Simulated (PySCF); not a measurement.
Compound: C2H9FOSi2.
Numbering: `[CH3:1][CH2:2][O:3][Si@H:4]([F:5])[SiH3:6]` (hydrogens: H7, H8, H9 on C1; H10, H11 on C2; H12 on Si4; H13, H14, H15 on Si6)

Computed by this run: PySCF, PBE0-D3(BJ)/def2-SVP geometry optimisation, gas phase; density fitting, grid level 1; the optimiser is geomeTRIC in internal coordinates, started from a GFN2-xTB structure.

Step 0: E = -22718.0027 eV
```
atom  x, y, z in Å  |  force x, y, z in eV/Å
C1     -2.3157    0.2738   -0.2445    0.545  -0.205   0.588
C2     -1.3174   -0.0720    0.8478   -0.152   0.128  -0.439
O3     -0.0189   -0.0856    0.3116   -0.906   0.363  -0.846
Si4     1.3844   -0.5319    0.9676    0.132   0.067   0.929
F5      1.5543    0.2680    2.3716    0.251   0.431   0.226
Si6     2.9144    0.1525   -0.5859    0.488  -0.081  -0.133
H7     -2.2743   -0.4708   -1.0355   -0.018  -0.290  -0.341
H8     -3.3206    0.3013    0.1677   -0.463   0.024   0.127
H9     -2.0786    1.2449   -0.6711    0.072   0.405  -0.186
H10    -1.5454   -1.0543    1.2769   -0.135  -0.276   0.189
H11    -1.3579    0.6681    1.6548   -0.082   0.141   0.239
H12     1.3329   -1.8988    1.4895    0.147  -0.731  -0.208
H13     2.8209   -0.6182   -1.8298   -0.175  -0.384  -0.433
H14     2.8317    1.5699   -0.9572   -0.261   0.517   0.047
H15     4.2670   -0.0641   -0.0613    0.555  -0.109   0.239
```

Step 1: E = -22718.1688 eV
```
atom  x, y, z in Å  |  force x, y, z in eV/Å
C1     -2.3774    0.2569   -0.2173   -0.065   0.042  -0.085
C2     -1.3538   -0.0647    0.8411    0.037  -0.049   0.106
O3     -0.0618   -0.0126    0.2708    0.106   0.056   0.033
Si4     1.3717   -0.4583    0.9575    0.040  -0.124  -0.125
F5      1.6206    0.3854    2.3299   -0.071  -0.061   0.033
Si6     3.0407    0.1164   -0.5661   -0.079   0.066  -0.065
H7     -2.3451   -0.4861   -1.0292    0.004   0.019   0.026
H8     -3.3933    0.2664    0.2080    0.041  -0.012   0.000
H9     -2.1732    1.2470   -0.6540   -0.016  -0.033   0.019
H10    -1.5442   -1.0682    1.2711    0.022   0.028  -0.020
H11    -1.4183    0.6597    1.6741    0.001  -0.022  -0.028
H12     1.3522   -1.9083    1.3230   -0.056   0.062   0.132
H13     2.8683   -0.6899   -1.8139    0.004   0.035  -0.011
H14     2.8787    1.5712   -0.8688    0.065  -0.007  -0.057
H15     4.4117   -0.1323   -0.0241   -0.034  -0.003   0.042
```

Question: Estimate the geometry and energy of step 2. (The exact step hangs on the optimiser's Hessian estimate; all steps are aligned on step 1, rigid shifts and turns removed.)

Answer: E = -22718.1790 eV, largest force 0.099 eV/Å
```
atom  x, y, z in Å  |  force x, y, z in eV/Å
C1     -2.3799    0.2585   -0.2130   -0.005   0.007  -0.011
C2     -1.3471   -0.0682    0.8376    0.009  -0.049   0.027
O3     -0.0577   -0.0023    0.2637    0.026   0.080  -0.052
Si4     1.3696   -0.4555    0.9520    0.015  -0.068  -0.026
F5      1.6008    0.3857    2.3287   -0.007  -0.004   0.032
Si6     3.0409    0.1185   -0.5745   -0.044   0.030  -0.028
H7     -2.3437   -0.4727   -1.0341    0.005   0.001   0.003
H8     -3.3915    0.2493    0.2197    0.002  -0.007   0.005
H9     -2.1906    1.2561   -0.6364   -0.003   0.001   0.008
H10    -1.5258   -1.0784    1.2539   -0.007   0.001   0.001
H11    -1.4136    0.6435    1.6799    0.003   0.004  -0.006
H12     1.3258   -1.8943    1.3519   -0.005   0.011   0.044
H13     2.8805   -0.6897   -1.8219   -0.005   0.013  -0.005
H14     2.9098    1.5720   -0.8970    0.021  -0.011  -0.017
H15     4.3993   -0.1397   -0.0083   -0.003  -0.008   0.026
```

The energy changes by -0.0102 eV. The first-order estimate −F·Δx gives -0.0155 eV and the mean of the old and new forces, exact on a quadratic surface, -0.0103 eV. The step makes an angle of 62° with the force vector and moves no atom by more than 0.042 Å.

What follows is the cost of the whole optimisation. Rough CPU time on one thread of a shared machine: about 2.9 min.
